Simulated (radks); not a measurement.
Q: These are the eigenvalues of the occupied orbitals of an atom or ion with whole-number occupations (eV). Method: scalar-relativistic Kohn-Sham, PBE, spin-polarised, spherical densities, finite nucleus; Fermi nuclear charge, rms radius of each element as measured or else 0.836 A^(1/3) + 0.57 fm; computed with a radial shooting solver on a logarithmic mesh with Libxc functionals.

orbital  eigenvalue
1s down   -8252.161
1s up     -8252.154
2s up     -1022.790
2s down   -1020.973
2p up     -885.4157
2p down   -884.0498
3s up     -152.1186
3s down   -148.4368
3p up     -112.2184
3p down   -108.6053
3d up      -48.5131
3d down    -45.0831

Which element is it, and in what charge state? The configuration may be excited. Open shells, if any, are filled with parallel spins first.

A: Z = 28, nickel, charge +3: Ni3+ in [Ar] 3d7. The list shows which subshells hold electrons but not how many an open one holds; the 1s level, -303.26 hartree, gives Z - s = 24.6 by -(Z - s)^2/2, which with screening and relativity narrows Z to a few neighbours, and the depths of the outer levels then fix element, charge and occupations together.
